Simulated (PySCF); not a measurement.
CH₅BrSi, SMILES [SiH3]CBr, B3LYP/def2-SVP optimised geometry.

```
8

Si     1.05    -0.21     0.00
C     -0.85    -0.21     0.00
Br    -1.56     1.63     0.00
H      1.56     0.48    -1.22
H      1.52    -1.63    -0.01
H      1.56     0.47     1.22
H     -1.26    -0.70     0.89
H     -1.26    -0.70    -0.89
```

Density from B3LYP/def2-TZVP run with PySCF at that geometry.

Minimum of the electron density along straight lines between bonded atoms, close to the bond critical point (lines longer than 1.1 times the sum of covalent radii, or with two minima, are not listed):

```tsv
bond	length / Å	ρ at the minimum / e bohr⁻³	∇²ρ there / e bohr⁻⁵	position (fraction from the first atom)
Si1–C2	1.898	0.117	0.17	0.39
C2–Br3	1.971	0.141	-0.11	0.44
Si1–H4	1.489	0.122	0.15	0.49
Si1–H5	1.495	0.119	0.14	0.49
Si1–H6	1.489	0.122	0.15	0.49
C2–H7	1.099	0.276	-0.94	0.65
C2–H8	1.099	0.276	-0.94	0.65
```
